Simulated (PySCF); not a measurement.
An unknown shows these calculated signals:

¹H NMR (500 MHz, computed): δ 9.10 (m, 1H), 7.73 (m, 1H), 7.50 (m, 1H), 7.37 (m, 1H), 7.35 (m, 1H), 6.97 (m, 1H), 5.51 (m, 1H), 5.40 (m, 1H).

¹³C{¹H} NMR (computed): δ 195.1 (CH), 172.3 (C), 152.2 (C), 143.2 (CH), 135.7 (CH), 132.8 (CH), 126.8 (CH2), 126.1 (CH), 121.4 (CH).

PySCF 2.14 calculation with GIAO PBE0/pcSseg-1 shieldings and geometry: GFN2-xTB; one conformer, non-relativistic Hamiltonian, in vacuum.

Referencing at the same level of theory: ¹H and ¹³C against TMS.

Which of these does the molecule contain: a non-aromatic C=C double bond, an N-methyl group, a vinyl group CH=CH2, a benzene ring, an NH or NH2 group, a nitrile?

## Answers


- A non-aromatic C=C double bond: yes.
- An N-methyl group: no.
- A vinyl group CH=CH2: yes (δC 126.8, 143.2; δH 5.40 (m), 5.51 (m), 6.97 (m)).
- A benzene ring: yes.
- An NH or NH2 group: no.
- A nitrile: no.

The data belong to SMILES C(/C=C)=P/C1=CC=CC(F)=C1, C$_{9}$H$_{8}$FP; they needn't prove each group on their own.

Carbon signals by region: 2 in the far downfield region (above 160 ppm), 7 in the sp2 and nitrile region (100–160 ppm). Above 160 ppm: 195.1, carbon double-bonded to a heavier main-group atom, 172.3, aromatic carbon bearing fluorine.

Splittings by ¹⁹F and ³¹P in the carbon and heteronuclear signals aren't shown, as no couplings were computed. Shifts are as computed. Against solution values, carbons near 30 ppm lie about +3 ppm off and those near 130 ppm about +5 ppm. Of 1211 compounds with measured shifts, 218 miss one by over three times the rms of a fit or turn the order of signals round; such compounds aren't used in these exercises. No couplings were computed; multiplicities are counted from neighbouring protons, with m where these are inequivalent, close in shift, in a saturated or five-membered ring or joined by F or P, and br s for small geminal =CH2 splittings.
